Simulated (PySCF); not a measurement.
Vertical excitations of a molecule C₃H₉AlO from TDA-PBE0/def2-SVPD (PySCF 2.14.0), as energy in eV (oscillator strength): 5.59 (0.001), 6.56 (0.051), 6.98 (0.019), 7.06 (0.067), 7.43 (0.017), 7.59 (0.002), 7.65 (0.050), 7.83 (0.007), 7.85 (0.078), 7.96 (0.227). Lowest triplet (TDA): 5.19 eV. Coordinates come from a B3LYP-D3(BJ)/def2-SVP optimisation. The values are those of a single conformer.

**Question.** Identify the compound among the candidates.
A) C[CH2][AlH][O]C
B) C[O][Al]([CH3])[CH3]
C) C[CH](C)[AlH][OH]
D) CC[CH2][AlH][OH]

**Answer.** D, CC[CH2][AlH][OH]
